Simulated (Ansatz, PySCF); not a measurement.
Species: chloro tellurohypochlorite, TeCl$_{2}$ (charge 0, singlet). 
Structure (B3LYP-D3(BJ)/def2-TZVP (Ansatz, a program for electronic structure) minimum search):
```
Te
Cl 1 2.3484
Cl 1 2.3484 2 99.46
```

Property: vertical triplet-singlet gap (E(triplet) - E(singlet); each state is the SCF solution reached for its spin), in kcal/mol. Correlated levels leave the core frozen unless marked. UHF or UKS for open shells. No spin-orbit coupling. Frozen are the shells of the preceding noble gas and the d and f shells that filled before the atom's block. Past Kr the def2 sets carry scalar-relativistic core potentials. CBS(X,Y): correlation extrapolated as X^-3; Hartree-Fock from the larger set. [CCSD(T)-MP2]/basis is that difference in the basis named.

```csv
level,program,vertical triplet-singlet gap (kcal/mol)
HF/def2-SVPD,Ansatz,38.7
HF/def2-TZVPPD,Ansatz,39.6
r2SCAN/def2-TZVPD,Ansatz,38.2
PBE0/def2-TZVPD,Ansatz,41.3
BHLYP/def2-TZVPD,Ansatz,44.3
M06-2X/def2-TZVPD,PySCF,39.4
SCS-MP2/def2-SVPD,Ansatz,45.9
CCSD/def2-SVPD,Ansatz,43.8
CCSD/def2-TZVPPD,Ansatz,46.0
"RI-MP2/CBS(def2-TZVPPD,def2-QZVPPD)+[CCSD(T)-MP2]/def2-TZVPPD",Ansatz,46.9
```
